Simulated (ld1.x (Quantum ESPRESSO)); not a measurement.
**gold, PAW: configuration errors across variants**

ld1.x (Quantum ESPRESSO) 7.5 input, shortened:

```
&input
   title='Au', zed=79., rel=1, dft='PZ', iswitch=3,
   config='[Xe] 4f14 5d10 6s0 6p1'
 /
 &inputp
   pseudotype=3, lpaw=.true., tm=.true., lloc=-1, rcloc=2.05,
   nlcc=.false.,
   which_augfun='PSQ', rmatch_augfun_nc=.true.
 /
6
6S  1  0   0.00   0.00  2.15  2.50  0.0
6S  1  0   0.00   1.10  2.15  2.50  0.0
5P  2  1   6.00   0.00  1.60  2.15  0.0
6P  3  1   1.00   0.00  1.60  2.15  0.0
5D  3  2  10.00   0.00  2.10  2.50  0.0
5D  3  2   0.00   4.00  2.10  2.50  0.0
 &test
   configts(1)='5p6 5d10 6s0 6p1'
 /
```

All-electron excitation energies from the reference (eV): (1) 5p6 5d10 6s1 6p0 -5.398; (2) 5p6 5d10 6s0 6p0 4.376; (3) 5p6 5d9 6s0 6p0 25.877; (4) 5p6 5d9 6s1 6p0 6.976; (5) 5p6 5d10 6s0.5 6p0 -1.451; (6) 5p6 5d9 6s2 6p0 -3.797; (7) 5p6 5d8 6s0 6p0 60.044; (8) 5p6 5d10 6s0 6p1 spin -0.118; (9) 5p6 5d10 6s1 6p0 spin -5.532.

Spin tests fill each open shell by Hund’s rule, majority spin first.

The overlap operator is not positive definite (basis up to 400 Ry) in “local potential all-electron potential smoothed inside 0.96 bohr (lloc = -1)”. Such files are unfit for use, however small their errors in these radial tests.

A true bound ghost makes a file unfit for plane-wave use even where its test errors are small: the radial tests pick states by their node count and pass the ghost by.

Errors AE − PS in meV (a dash: test not solved or not reliable):

```csv
change,(1),(2),(3),(4),(5),(6),(7),(8),(9),bound ghosts
base,+2.6,-2.0,+0.6,+4.3,+0.3,+12,-4.5,+0.1,+2.6,none
local potential all-electron potential smoothed inside 0.96 bohr (lloc = -1),+1.6,-2.0,+2.5,+1.9,+0.1,-0.9,+2.0,+0.1,+1.7,not determined (overlap not positive)
local potential all-electron potential smoothed inside 1.32 bohr (lloc = -1),+1.7,-2.0,+0.4,+1.7,+0.1,+1.9,-4.6,+0.1,+1.7,s
local potential all-electron potential smoothed inside 1.96 bohr (lloc = -1),+3.1,-2.1,-0.2,+5.9,+0.4,+22,-7.1,+0.1,+3.1,none
local potential all-electron potential smoothed inside 2.26 bohr (lloc = -1),+2.0,-2.0,+7.0,+5.8,+0.2,+6.5,+17,+0.1,+2.1,none
local potential all-electron potential smoothed inside 2.46 bohr (lloc = -1),-2.8,-4.4,-67,-14,-0.1,+5.7,-172,-0.3,-3.0,none
local potential all-electron potential smoothed inside 2.84 bohr (lloc = -1),0.0,-2.9,-34,-7.9,+0.1,+2.8,-95,-0.1,-0.2,none
```

(1) Give the same row for: local potential all-electron potential smoothed inside 1.70 bohr (lloc = -1).

## Answers

(1) +1.4, -2.0, -1.0, +0.8, +0.1, +0.1, -8.8, +0.1, +1.5; bound ghosts: s.
